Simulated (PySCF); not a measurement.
## Telling isomers of C5H8O4Si apart by NMR

Theoretical values (PySCF): shielding tensors at PBE0/pcSseg-1 (GIAO), GFN2-xTB structure. Rapidly exchanging positions averaged, a single conformation, no solvent, relativity neglected.

Scale: $^{1}$H and $^{13}$C against TMS (reference shieldings calculated alike). Where no couplings were computed, multiplicities follow the n + 1 count of equivalent neighbours, and m marks all less simple cases (inequivalent or close neighbours, rings, F or P nearby). Shifts are as computed. Against solution values, carbons near 30 ppm lie about +3 ppm off and those near 130 ppm about +5 ppm. Of 1309 compounds with measured shifts, 239 miss one by over three times the rms of a fit or turn the order of signals round; such compounds aren't used in these exercises.

(1) Tabulate the signals of `C=C[C@@H]1O[SiH2]O[C@@H](C=O)O1`, `CO/C=C(\OC=O)C(=O)[SiH3]`, `C=C(C=O)O[SiH2]C(=O)OC` and their relative energies.

(2) What is the quickest way to tell CO/C=C(\OC=O)C(=O)[SiH3] from C=C(C=O)O[SiH2]C(=O)OC?

(3) What is the quickest way to tell C=C[C@@H]1O[SiH2]O[C@@H](C=O)O1 from CO/C=C(\OC=O)C(=O)[SiH3]?

(4) What is the quickest way to tell C=C[C@@H]1O[SiH2]O[C@@H](C=O)O1 from C=C(C=O)O[SiH2]C(=O)OC?

Results:

(1) 
```json
{"SMILES": "C=C[C@@H]1O[SiH2]O[C@@H](C=O)O1", "carbon types": "4×CH 1×CH2", "δC": "208.9, 144.5, 122.1, 97.6, 94.9", "δH": "10.36 (d, 1H), 6.17 (m, 1H), 6.16 (m, 1H), 5.88 (m, 1H), 5.67 (m, 1H), 5.47 (m, 1H), 5.45 (m, 1H), 5.24 (m, 1H)", "E rel. (kcal/mol)": "0.0"}
{"SMILES": "CO/C=C(\\OC=O)C(=O)[SiH3]", "carbon types": "2×C 2×CH 1×CH3", "δC": "222.5, 160.2, 152.2, 138.0, 61.8", "δH": "8.11 (s, 1H), 7.18 (s, 1H), 4.14 (s, 3H), 4.05 (s, 3H)", "E rel. (kcal/mol)": "41.4"}
{"SMILES": "C=C(C=O)O[SiH2]C(=O)OC", "carbon types": "2×C 1×CH 1×CH2 1×CH3", "δC": "198.0, 191.4, 161.9, 118.8, 52.2", "δH": "9.21 (s, 1H), 6.07 (br s, 1H), 5.48 (br s, 1H), 5.26 (s, 2H), 3.87 (s, 3H)", "E rel. (kcal/mol)": "4.5"}
```

Energies are electronic energies at PBE0/pcSseg-1 on these geometries, without zero-point or thermal terms, each for the one conformer computed, which needn't be the lowest.

(2) Both give the same number of carbon signals, but DEPT or the intensities differ. The first has an alkene carbon bearing oxygen (CH) at 152.2 ppm, the second a β carbon of a C=C–C=O unit (CH2) at 118.8 ppm. Their most deshielded carbons lie at 222.5 and 198.0 ppm. In the proton spectra the most deshielded non-exchanging signals are 8.11 (s, 1H) and 9.21 (s, 1H).

(3) Both give the same number of carbon signals, but DEPT or the intensities differ. The first has a terminal =CH2 carbon at 122.1 ppm, the second a carbonyl carbon (C) at 222.5 ppm. Their most deshielded carbons lie at 208.9 and 222.5 ppm. In the proton spectra the most deshielded non-exchanging signals are 10.36 (d, 1H) and 8.11 (s, 1H).

(4) Both give the same number of carbon signals, but DEPT or the intensities differ. The first has an sp3 carbon bearing two oxygens (CH) at 97.6 ppm, the second a carbonyl carbon (C) at 191.4 ppm. Their most deshielded carbons lie at 208.9 and 198.0 ppm. In the proton spectra the most deshielded non-exchanging signals are 10.36 (d, 1H) and 9.21 (s, 1H).
